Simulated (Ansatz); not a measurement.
The same path of BF2HO + ClH (7 atoms, charge 0, multiplicity 1) was run twice with different band settings. Lost on the way: Cl6–H7. Made: B1–Cl6, O2–H7.

Theory: Ansatz 0.2.0, RHF/def2-SVP.

Relaxed end points:

```xyz
7
Properties=species:S:1:pos:R:3
B -0.099 -0.409 0.048
O -0.161 -0.408 1.382
H -1.029 -0.538 1.736
F 1.049 -0.229 -0.545
F -1.166 -0.601 -0.692
Cl 0.023 3.008 1.179
H 0.623 2.062 1.787
```

```xyz
7
Properties=species:S:1:pos:R:3
B -0.024 0.464 -0.031
O 0.018 0.013 1.645
H -0.776 -0.442 1.903
F 1.094 -0.061 -0.509
F -1.167 -0.125 -0.396
Cl -0.065 2.287 0.051
H 0.160 0.748 2.232
```

Common settings: movable images 7; climbing image yes; spring 5.0 eV/Å²; start path through a guess of the saddle point; force threshold 0.03 eV/Å; iteration limit 60; end points relaxed.

| run | optimiser | largest step |
| --- | --- | --- |
| 1 | quadratic models (default) | default |
| 2 | fire | 0.02 Å |

Task: What does each run give, and how far can it be trusted?

Result: Run 1: converged after 12 iterations, highest image 1.595 eV above the first end. A vibrational analysis at the climbing image gives one clearly imaginary mode, 1335i cm⁻¹: a first-order saddle point.
Run 2: converged after 43 iterations, highest image 1.595 eV above the first end. Another band between the same ends (7 images) ends at a top of the same energy, where a vibrational analysis finds 1 clearly imaginary mode.
The orbitals stay closed-shell, which can raise the energy where a bond breaks towards radicals; this wasn't checked here.
